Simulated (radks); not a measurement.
Neutral calcium inside a hard spherical wall (all orbitals vanish at R), configuration held at [Ar] 4s2 and not refilled when levels cross. Calculated with a radial shooting solver on a logarithmic mesh with Libxc functionals: scalar-relativistic Kohn-Sham, PBE, spin-unpolarised, spherical densities, finite nucleus; Fermi nuclear charge, rms radius 3.4776 fm. Eigenvalues in eV, with the zero of energy where the potential of the charges vanishes at infinity; a dash marks a level that is unbound or too diffuse for the functional's potential to be trusted. A positive occupied level is held by the wall or, in an anion where self-interaction has pushed it up, behind a barrier. The pressure on the wall is -dE/dV.

| R (bohr) | E (hartree) | kinetic (hartree) | e(2p) | e(3s) | e(3p) | e(4s) | e(3d, empty) | e(4p, empty) | pressure (GPa) |
|---|---|---|---|---|---|---|---|---|---|
| free | -680.32405 | 684.945 | -334.74 | -47.092 | -28.008 | -3.766 | -1.947 | -1.403 | 0 |
| 20 | -680.32405 | 684.945 | -334.74 | -47.092 | -28.008 | -3.766 | -1.947 | -1.402 | < 0.0001 |
| 15 | -680.32403 | 684.946 | -334.74 | -47.089 | -28.006 | -3.765 | -1.944 | -1.393 | 0.000167 |
| 10 | -680.32171 | 684.965 | -334.56 | -46.920 | -27.838 | -3.642 | -1.793 | -1.121 | 0.0527 |
| 5 | -680.06956 | 685.922 | -330.11 | -42.872 | -23.889 | 1.673 | 2.113 | 6.508 | 23.3 |
| 4 | -679.61089 | 687.366 | -326.11 | -39.648 | -20.769 | 9.225 | 5.788 | 16.114 | 115 |
| 3.5 | -679.04915 | 689.125 | -322.16 | -36.775 | -17.931 | 17.622 | 9.313 | 26.130 | 299 |
| 3 | -677.86792 | 692.820 | -314.89 | -31.884 | -12.913 | 33.729 | 15.550 | 44.316 | 898 |
| 2.5 | -675.07103 | 701.279 | -300.51 | -22.447 | -2.808 | 67.405 | 27.703 | 80.252 | 3240 |
